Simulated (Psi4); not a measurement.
hafnium atom (Hf), triplet (core potentials on Hf); BLYP/def2-SVPD (Psi4).

Input for Psi4:
```
memory 2 GB

molecule {
0 3
Hf    0.00000000    0.00000000    0.00000000
}

set {
  basis def2-svpd
  reference uks
  scf_type pk
  puream true
  d_convergence 1e-8
  dft_radial_points 99
  dft_spherical_points 590
}

energy('blyp')
print_variables()
```

It wrote (shortened):

```
   => Loading Basis Set <=

    Name: DEF2-SVPD
    Role: ORBITAL
    Keyword: BASIS

    !!!  WARNING: ECP capability is in beta. Please check occupations closely.  !!!

         ---------------------------------------------------------
                                   SCF
               by Justin Turney, Rob Parrish, Andy Simmonett
                          and Daniel G. A. Smith
                              UKS Reference
         ---------------------------------------------------------

  ==> Geometry <==

    Molecular point group: d2h
    Geometry (in Angstrom), charge = 0, multiplicity = 3:

       Center              X                  Y                   Z               Mass
    ------------   -----------------  -----------------  -----------------  -----------------
         HF           0.000000000000     0.000000000000     0.000000000000   179.946557000000

  Running in d2h symmetry.

  Rotational constants: A = ************  B = ************  C = ************ [cm^-1]
  Rotational constants: A = ************  B = ************  C = ************ [MHz]
  Nuclear repulsion =    0.000000000000000

  Charge       = 0
  Multiplicity = 3
  Electrons    = 12
  Nalpha       = 7
  Nbeta        = 5

  ==> Algorithm <==

  SCF Algorithm Type is PK.
  DIIS enabled.
  MOM disabled.
  Fractional occupation disabled.
  Guess Type is CORE.
  Energy threshold   = 1.00e-06
  Density threshold  = 1.00e-08
  Integral threshold = 1.00e-12

  ==> Primary Basis <==

  Basis Set: DEF2-SVPD
    Blend: DEF2-SVPD
    Number of shells: 13
    Number of basis functions: 35
    Number of Cartesian functions: 40
    Spherical Harmonics?: true
    Max angular momentum: 3

  Core potential: DEF2-SVPD
    Number of shells: 4
    Number of ECP primitives: 10
    Number of ECP core electrons: 60
    Max angular momentum: 3

  ==> DFT Potential <==

   => LibXC <=

    Version 7.1.2
    S. Lehtola, C. Steigemann, M. J. T. Oliveira, and M. A. L. Marques,  SoftwareX 7, 1–5 (2018) (10.1016/j.softx.2017.11.002)

   => Composite Functional: BLYP <=

    BLYP GGA Exchange-Correlation Functional

    P.J. Stephens et. al., J. Phys. Chem., 98, 11623-11627, 1994
    B. Miehlich et. al., Chem. Phys. Lett., 157(3), 200-206 1989

    Deriv               =              1
    GGA                 =           TRUE
    Meta                =          FALSE

    Exchange Hybrid     =          FALSE
    MP2 Hybrid          =          FALSE

   => Exchange Functionals <=

    1.0000     XC_GGA_X_B88

   => Correlation Functionals <=

    1.0000     XC_GGA_C_LYP

   => LibXC Density Thresholds  <==

    XC_GGA_C_LYP:  1.00E-14
    XC_GGA_X_B88:  1.00E-15

   => Molecular Quadrature <=

    Radial Scheme          =       TREUTLER
    Pruning Scheme         =           NONE
    Nuclear Scheme         =       TREUTLER

    Blocking Scheme        =         OCTREE
    BS radius alpha        =              1
    Pruning alpha          =              1
    Radial Points          =             99
    Spherical Points       =            590
    Total Points           =          54280
    Total Blocks           =            511
    Max Points             =            256
    Max Functions          =             35
    Weights Tolerance      =       1.00E-15

  ==> Integral Setup <==

  Using in-core PK algorithm.
   Calculation information:
      Number of atoms:                   1
      Number of AO shells:              13
      Number of primitives:             20
      Number of atomic orbitals:        40
      Number of basis functions:        35

      Integral cutoff                 1.00e-12
      Number of threads:                 1

  Performing in-core PK
  Using 397530 doubles for integral storage.
  We computed 4186 shell quartets total.
  Whereas there are 4186 unique shell quartets.

  ==> DiskJK: Disk-Based J/K Matrices <==

    J tasked:                  Yes
    K tasked:                   No
    wK tasked:                  No
    Schwarz Cutoff:          1E-12

  Minimum eigenvalue in the overlap matrix is 1.8613743925E-02.
  Reciprocal condition number of the overlap matrix is 5.7598570536E-03.
    Using symmetric orthogonalization.

  ==> Pre-Iterations <==

  SCF Guess: Core (One-Electron) Hamiltonian.

   -------------------------------------------------------
    Irrep   Nso     Nmo     Nalpha   Nbeta   Ndocc  Nsocc
   -------------------------------------------------------
     Ag        10      10       3       2       2       1
     B1g        2       2       1       0       0       1
     B2g        2       2       0       0       0       0
     B3g        2       2       0       0       0       0
     Au         1       1       0       0       0       0
     B1u        6       6       1       1       1       0
     B2u        6       6       1       1       1       0
     B3u        6       6       1       1       1       0
   -------------------------------------------------------
    Total      35      35       7       5       5       2
   -------------------------------------------------------

  ==> Iterations <==

                        Total Energy        Delta E     RMS |[F,P]|

    Occupation by irrep:
             Ag   B1g   B2g   B3g    Au   B1u   B2u   B3u
    DOCC [     2,    0,    0,    0,    0,    1,    1,    1 ]
    SOCC [     0,    0,    0,    0,    0,    0,    1,    1 ]
    NA   [     2,    0,    0,    0,    0,    1,    2,    2 ]
    NB   [     2,    0,    0,    0,    0,    1,    1,    1 ]

   @UKS iter   1:   -46.17497171567830   -4.61750e+01   1.01077e-01 ADIIS
    Occupation by irrep:
             Ag   B1g   B2g   B3g    Au   B1u   B2u   B3u
    DOCC [     2,    0,    0,    0,    0,    1,    1,    1 ]
    SOCC [     1,    1,    0,    0,    0,    0,    0,    0 ]
    NA   [     3,    1,    0,    0,    0,    1,    1,    1 ]
    NB   [     2,    0,    0,    0,    0,    1,    1,    1 ]

   @UKS iter   2:   -46.41851514693081   -2.43543e-01   9.10519e-02 ADIIS/DIIS
    Occupation by irrep:
             Ag   B1g   B2g   B3g    Au   B1u   B2u   B3u
    DOCC [     2,    0,    0,    0,    0,    1,    1,    1 ]
    SOCC [     1,    0,    1,    0,    0,    0,    0,    0 ]
    NA   [     3,    0,    1,    0,    0,    1,    1,    1 ]
    NB   [     2,    0,    0,    0,    0,    1,    1,    1 ]

   @UKS iter   3:   -47.79008460515654   -1.37157e+00   9.77815e-03 ADIIS/DIIS
    Occupation by irrep:
             Ag   B1g   B2g   B3g    Au   B1u   B2u   B3u
    DOCC [     2,    0,    0,    0,    0,    1,    1,    1 ]
    SOCC [     1,    1,    0,    0,    0,    0,    0,    0 ]
    NA   [     3,    1,    0,    0,    0,    1,    1,    1 ]
    NB   [     2,    0,    0,    0,    0,    1,    1,    1 ]

   @UKS iter   4:   -47.79737096640336   -7.28636e-03   8.79152e-03 ADIIS/DIIS
    Occupation by irrep:
             Ag   B1g   B2g   B3g    Au   B1u   B2u   B3u
    DOCC [     2,    0,    0,    0,    0,    1,    1,    1 ]
    SOCC [     1,    0,    1,    0,    0,    0,    0,    0 ]
    NA   [     3,    0,    1,    0,    0,    1,    1,    1 ]
    NB   [     2,    0,    0,    0,    0,    1,    1,    1 ]

   @UKS iter   5:   -47.81737402738985   -2.00031e-02   4.73026e-03 ADIIS/DIIS
   @UKS iter   6:   -47.82478286904148   -7.40884e-03   4.41403e-03 ADIIS/DIIS
   @UKS iter   7:   -47.83615403626862   -1.13712e-02   2.21356e-03 ADIIS/DIIS
   @UKS iter   8:   -47.83946470089132   -3.31066e-03   9.61124e-04 ADIIS/DIIS
   @UKS iter   9:   -47.83979862120998   -3.33920e-04   6.85771e-04 ADIIS/DIIS
   @UKS iter  10:   -47.84000884794295   -2.10227e-04   3.84628e-04 ADIIS/DIIS
   @UKS iter  11:   -47.84004680783046   -3.79599e-05   2.60068e-04 ADIIS/DIIS
   @UKS iter  12:   -47.84006811218104   -2.13044e-05   1.36242e-04 ADIIS/DIIS
   @UKS iter  13:   -47.84007624004214   -8.12786e-06   2.54546e-05 DIIS
   @UKS iter  14:   -47.84007662660099   -3.86559e-07   2.87225e-06 DIIS
   @UKS iter  15:   -47.84007663708358   -1.04826e-08   7.57591e-07 DIIS
   @UKS iter  16:   -47.84007663747482   -3.91246e-10   3.65648e-08 DIIS
   @UKS iter  17:   -47.84007663747563   -8.02913e-13   7.08647e-09 DIIS
  Energy and wave function converged.

  ==> Post-Iterations <==

   Electrons on quadrature grid:
      Nalpha   =    7.0000000000 ; deviation = 7.994e-15
      Nbeta    =    5.0000000000 ; deviation = 1.599e-14
      Ntotal   =   12.0000000000 ; deviation = 2.398e-14

   @Spin Contamination Metric:   2.248278024E-03
   @S^2 Expected:                2.000000000E+00
   @S^2 Observed:                2.002248278E+00
   @S   Expected:                1.000000000E+00
   @S   Observed:                1.000000000E+00

    Orbital Energies [Eh]
    ---------------------

    Alpha Occupied:

[...]
       3Ag    -0.116280

    Alpha Virtual:

[...]
      10Ag   705.095088

    Beta Occupied:

[...]
    Beta Virtual:

[...]
    Final Occupation by Irrep:
             Ag   B1g   B2g   B3g    Au   B1u   B2u   B3u
    DOCC [     2,    0,    0,    0,    0,    1,    1,    1 ]
    SOCC [     1,    0,    1,    0,    0,    0,    0,    0 ]
    NA   [     3,    0,    1,    0,    0,    1,    1,    1 ]
    NB   [     2,    0,    0,    0,    0,    1,    1,    1 ]

  @UKS Final Energy:   -47.84007663747563

   => Energetics <=

    Nuclear Repulsion Energy =              0.0000000000000000
    One-Electron Energy =                 -78.9573887940000247
    Two-Electron Energy =                  36.9203777629462095
    DFT Exchange-Correlation Energy =      -5.8030656064218107
    Empirical Dispersion Energy =           0.0000000000000000
    VV10 Nonlocal Energy =                  0.0000000000000000
    Total Energy =                        -47.8400766374756259

  UHF NO Occupations:
  HONO-2 :    2 Ag 1.9989937
  HONO-1 :    3 Ag 1.0000000
  HONO-0 :    1B2g 1.0000000
  LUNO+0 :    4 Ag 0.0010063
  LUNO+1 :    2B1u 0.0000379
  LUNO+2 :    2B3u 0.0000379
  LUNO+3 :    2B2u 0.0000379

Computation Completed

Properties will be evaluated at   0.000000,   0.000000,   0.000000 [a0]

Properties computed using the SCF density matrix

 Multipole Moments:

 ------------------------------------------------------------------------------------
     Multipole            Electronic (a.u.)      Nuclear  (a.u.)        Total (a.u.)
 ------------------------------------------------------------------------------------

 L = 1.  Multiply by 2.5417464519 to convert [e a0] to [Debye]
 Dipole X            :          0.0000000            0.0000000            0.0000000
 Dipole Y            :          0.0000000            0.0000000            0.0000000
 Dipole Z            :          0.0000000            0.0000000            0.0000000
 Magnitude           :                                                    0.0000000

 ------------------------------------------------------------------------------------

  Variable Map:
  ----------------------------------------------------------------------------
[...]
  Array Variable Map:
  ----------------------------------------------------------------------------
[...]
[...]
```
